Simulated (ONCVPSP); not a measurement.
# Mg (Z = 12): variants of one ONCV potential

Base potential:

| Property | Result |
| --- | --- |
| Element | Mg (Z = 12) |
| Generator | ONCVPSP 4.0.1 |
| Type | optimised norm-conserving Vanderbilt (ONCV) |
| Functional | PBEsol |
| Relativity | scalar-relativistic |
| Frozen core | [He] |
| Valence charge | 10 |
| Reference configuration | 2s2 2p6 3s2 |
| Partial waves | 2s+3s: rc 1.15 bohr, ncon 3, nbas 6, qcut 8.7 1/bohr, 2 projectors; 2p: rc 1.10 bohr, ncon 4, nbas 7, qcut 10.3 1/bohr, 1 projector; d scattering state at 0.11 Ha: rc 1.10 bohr, ncon 4, nbas 8, qcut 8.3 1/bohr, 2 projectors, debl 1.1 Ha |
| Local potential | polynomial inside 0.80 bohr (lpopt 5, dvloc0 2 Ha) |
| Core correction | Teter function, fcfact 1.75, rcfact 1.75 |

All-electron outer shells of the reference configuration (PBEsol, scalar-relativistic, ld1.x):

```csv
shell,level (eV),outermost node (bohr),outermost maximum (bohr)
1s,-1256.64,–,0.09
2s,-79.59,0.18,0.55
2p,-46.55,–,0.48
3s,-4.68,0.90,2.56
```

Cutoffs, loose and tight: the cutoffs (Ha) at which the residual kinetic energy of the hardest occupied pseudo-wave falls to 1 and 0.1 mHa per electron. They do not see the model core or the augmentation charge, which bear on the density cutoff. Test errors are all-electron minus pseudo excitation energies from the reference, over the configurations 2s2 2p6 3s1; 2s2 2p6 3s0; 2s2 2p6 3s1.5; 2s2 2p5 3s2. A dash means not determined; rows that change the core or the reference have their own tests.

```csv
change,outcome,"cutoff, loose","cutoff, tight",bound ghosts,GHOST(+) flags above zero,largest test error (meV)
base,generated,53 Ha,116 Ha,none,none,+249
"local potential polynomial inside 0.80 bohr (lpopt 5, dvloc0 2.5 Ha)",generated,53 Ha,116 Ha,none,none,+247
"local potential polynomial inside 0.85 bohr (lpopt 5, dvloc0 3 Ha)",generated,53 Ha,116 Ha,none,none,+241
p: nbas 9,generated,50 Ha,151 Ha,none,none,+272
p: qcut 13.7,generated,68 Ha,77 Ha,none,none,+162
"core correction Teter function, fcfact 3.5, rcfact 1.35",generated,53 Ha,116 Ha,none,none,+250
```

Question: What comes out with this change to the base: p: qcut 5.7?

Answer: outcome: generated; cutoff, loose: 133 Ha; cutoff, tight: 188 Ha; bound ghosts: none; GHOST(+) flags above zero: none; largest test error (meV): +517.

Question: What comes out with this change to the base: core [He] 2s2, valence charge 8; reference 2p6 3s2; waves now 3s: rc 2.45 bohr, ncon 5, nbas 8, qcut 2.8 1/bohr, 2 projectors, debl 3.4 Ha; 2p: rc 0.90 bohr, ncon 4, nbas 8, qcut 18.7 1/bohr, 2 projectors, debl 3.2 Ha; d scattering state at 0.03 Ha: rc 2.25 bohr, ncon 4, nbas 9, qcut 4.8 1/bohr, 2 projectors, debl 1.6 Ha; local potential polynomial inside 0.65 bohr (lpopt 5, dvloc0 1 Ha)?

Answer: outcome: generated; cutoff, loose: 108 Ha; cutoff, tight: 127 Ha; bound ghosts: none; GHOST(+) flags above zero: s, d; largest test error (meV): +44.

Question: What comes out with this change to the base: p: rc 1.48?

Answer: outcome: generated; cutoff, loose: 39 Ha; cutoff, tight: 44 Ha; bound ghosts: none; GHOST(+) flags above zero: none; largest test error (meV): +601.
